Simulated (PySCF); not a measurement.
## Two-component Hartree-Fock for O⁺ (oxygen, charge +1)

Start: [He] 2s1 2p4; 2s1/2 filled at m_j = +1/2; 2p1/2 filled at m_j = +1/2; 2p3/2 filled at m_j = -1/2, +1/2, +3/2. Calculated with PySCF 2.14 in x2c-TZVPall-2c with one added diffuse shell each of s, p, d type (6s4p3d1f, 40 functions): generalised Hartree-Fock with the X2C-1e Hamiltonian and a Gaussian nucleus; one run each with spin-orbit coupling (SO) switched off, then screened by Boettger's factors. This is a chosen level, not necessarily the ground level.

| spinor shell | electrons | ε, spin-free (eV) | ε, screened SO (eV) | weight of nominal j (screened SO) | rms radius, screened SO (bohr) |
| --- | --- | --- | --- | --- | --- |
| 1s1/2 | 2 | -581.21 | -581.21 | 1.000 | 0.231 |
| 2s1/2 | 1 | -56.941 | -56.938 | 1.000 | 1.16 |
| 2p3/2 | 3 | -34.099 | -36.550 | 0.665 | 1.20 |
| 2p1/2 | 1 | -34.099 | -26.749 | 0.665 | 1.36 |

| quantity | spin-free | screened SO |
| --- | --- | --- |
| E (hartree) | -73.87472 | -73.87514 |
| M_J | 5/2 | 5/2 |
| ⟨J²⟩ | 8.762 | 8.762 |
| ⟨L²⟩ | 2.001 | 2.001 |
| ⟨S²⟩ | 3.761 | 3.761 |

Each row is a mean over spinors that exchange with the open shell spreads, by up to 4.968 eV (1s1/2).

Rows whose weight is well below 1 are mixtures of j = l ± 1/2: exchange outweighs spin-orbit coupling there, and the label is only the starting occupation.

Without spin-orbit coupling the j labels of p, d and f shells carry no meaning; the spin-free column gives the mean over the occupied spinors of each nl shell.
